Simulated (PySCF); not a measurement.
C₃H₆BNO, SMILES C#CB(O)NC.

Geometry optimised at PBE0-D3(BJ)/def2-SVP. This is a generated structure with no PubChem entry under its InChIKey; it may be hypothetical. Other conformers were not sampled.

Two levels are set side by side: PBE/def2-TZVP (PySCF) and M06-2X/def2-TZVP (PySCF). Same geometry, gas phase. Differences are taken from unrounded values.

```tsv
quantity	M06-2X	PBE	PBE minus M06-2X
orbital gap (eV)	9.19	4.69	-4.51
highest occupied level (eV)	-8.50	-5.81	2.69
lowest empty level (eV)	0.69	-1.12	-1.82
dipole moment (D)	0.86	0.67	-0.18
mean polarisability (bohr³)	58.1	61.8	3.7
```

PBE's occupied levels lie high since its potential decays too fast outside the molecule; exact exchange lowers them and widens the gap. Loosely held outer electrons make PBE densities more polarisable. Differences between two approximate levels are no errors against the true value.

Rough cost on one machine, each run with all the roots and properties that it gave: M06-2X against PBE about 4 times.
